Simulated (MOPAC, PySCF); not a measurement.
C2H7ClSi, SMILES `Cl[SiH2]CC` (C–C–Si–Cl torsion 180°), neutral singlet in the gas phase. 

Cartesian coordinates (Å):
```xyz
11

C      1.3508    -0.4354     0.3793
C      0.3562     0.5065    -0.3132
Si    -1.4198    -0.0240    -0.0784
Cl    -2.6881     1.3031    -1.0452
H      1.2743    -1.4536    -0.0081
H      2.3793    -0.1037     0.2270
H      1.1770    -0.4795     1.4566
H      0.4618     1.5258     0.0683
H      0.5585     0.5583    -1.3865
H     -1.6584    -1.3659    -0.6532
H     -1.7917    -0.0315     1.3533
```
Charge 0, multiplicity 1.

All levels are single points at this geometry (B3LYP-D3(BJ)/def2-TZVP); Pople sets use spherical d functions. Orbital energies aren't observables, and empty levels follow the basis.

M06-2X/6-31G* in PySCF gives HOMO (eV) = -9.60.

**Question.** Estimate the HOMO (eV) from each of these levels: B3LYP-D3(BJ)/def2-TZVP in PySCF; B3LYP/6-311+G** in PySCF; BP86/6-31G* in PySCF; PBE/6-31G* in PySCF; HF/6-31G* in PySCF; HF/STO-3G in PySCF; PM3 in MOPAC; PM7 in MOPAC.

**Answer.** 
| level | HOMO (eV) |
|---|---|
| B3LYP-D3(BJ)/def2-TZVP in PySCF | -8.23 |
| B3LYP/6-311+G** in PySCF | -8.29 |
| BP86/6-31G* in PySCF | -7.13 |
| PBE/6-31G* in PySCF | -7.02 |
| HF/6-31G* in PySCF | -11.61 |
| HF/STO-3G in PySCF | -9.77 |
| PM3 in MOPAC | -10.09 |
| PM7 in MOPAC | -11.06 |
